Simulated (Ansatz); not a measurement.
Ti₃⁺, relaxed as a quartet with UKS PBE-D4/def2-TZVP in Ansatz, starting from the PBE-D4/def2-TZVP geometry of the charge +1 doublet. Force threshold 0.02 eV/Å.

The charge 1 quartet is spin-contaminated (final ⟨S²⟩ up to 4.54, 3.75 for a pure state). At PBE-D4/def2-TZVP a sextet of charge 1 lies 0.35 eV below the quartet, each at its own geometry. The structure comes from a short search, and lower isomers may exist.

Start:

Cartesian coordinates in Å:
```
Ti 0.403 0.672 -1.244
Ti 0.460 -1.051 0.191
Ti -0.863 0.379 1.053
```

Estimate the energy that the relaxation releases and the steps that it takes.

11.6 kJ/mol, in 8 steps; 47 s on 4 threads of Intel Xeon on a shared host. No frequencies were taken in this run, so the end may be a saddle point.

Does the start keep its bonding and symmetry?

By distances, no bond broke or formed. The bond that changes most is Ti2–Ti3, from 2.13 to 2.41 Å (atoms count from 1). Point group Cs at the start, C2v at the end, both within 0.05 Å.

Predict the relaxed structure.


```tsv
atom	x (Å)	y (Å)	z (Å)
Ti1	0.322	0.657	-1.100
Ti2	0.572	-1.185	0.129
Ti3	-0.894	0.527	0.971
```
Bond lengths (bridged metal pairs left out): 3 × Ti–Ti 2.23 to 2.41 Å.
